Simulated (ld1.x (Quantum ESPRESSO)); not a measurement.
Before and after: TM potential for P

ld1.x (Quantum ESPRESSO) 7.5 input, shortened:

```
&input
   title='P', zed=15., rel=1, dft='PBESOL', iswitch=3,
   config='[Ne] 3s1.5 3p3.5 3d-2'
 /
 &inputp
   pseudotype=2, tm=.true., lloc=-1, rcloc=1.40,
   nlcc=.true., rcore=0.80
 /
3
3S  1  0   1.50   0.00  1.70  1.70  0.0
3P  2  1   3.50   0.00  1.40  1.40  0.0
3D  3  2  -2.00   0.20  1.45  1.45  0.0
 &test
   configts(1)='3s1.5 3p3.5'
 /
```

Change: functional PBE.

Cutoffs: the cutoffs (Ry, on a coarse ladder) from which the occupation-weighted sum of valence levels, in a spherical-Bessel basis at the reference potential, stays within 10 and 1 mRy of its value at 400 Ry; they do not see the model core or the augmentation charge, which bear on the density cutoff. Errors are all-electron minus pseudo energies relative to the spin-unpolarised reference configuration.

Problem. How do hardness, ghosts and transferability respond?

Solution. The potential gets harder (40 Ry and 60 Ry → 40 Ry and 70 Ry); the errors of the 7 common tests hardly move; neither file shows a bound ghost.

| quantity | base | changed |
| --- | --- | --- |
| cutoff, loose | 40 Ry | 40 Ry |
| cutoff, tight | 60 Ry | 70 Ry |
| bound ghosts | none | none |
| error for 3s2 3p3, meV [ΔE -4.24 → -4.25 eV] | +0.1 | +0.1 |
| error for 3s2 3p2, meV [ΔE 5.46 → 5.48 eV] | +2.4 | +2.1 |
| error for 3s2 3p1, meV [ΔE 24.57 → 24.63 eV] | +25 | +23 |
| error for 3s2 3p3.3, meV [ΔE -5.54 → -5.56 eV] | +0.8 | +0.8 |
| error for 3s1 3p0, meV [ΔE 106.19 → 106.37 eV] | +178 | +167 |
| error for 3s1 3p4, meV [ΔE 4.27 → 4.28 eV] | -0.3 | -0.3 |
| error for 3s1 3p3, meV [ΔE 14.56 → 14.60 eV] | +5.7 | +5.5 |
| s: phases at 1.84 bohr within 0.05 rad from the reference energy up to (Ry; the scan ends near 5) | 2.1 | 2.2 |
| p: phases at 1.84 bohr within 0.05 rad from the reference energy up to (Ry; the scan ends near 5) | 4.0 | 4.1 |
| d: phases at 1.84 bohr within 0.05 rad from the reference energy up to (Ry; the scan ends near 5) | to the end of the scan | to the end of the scan |
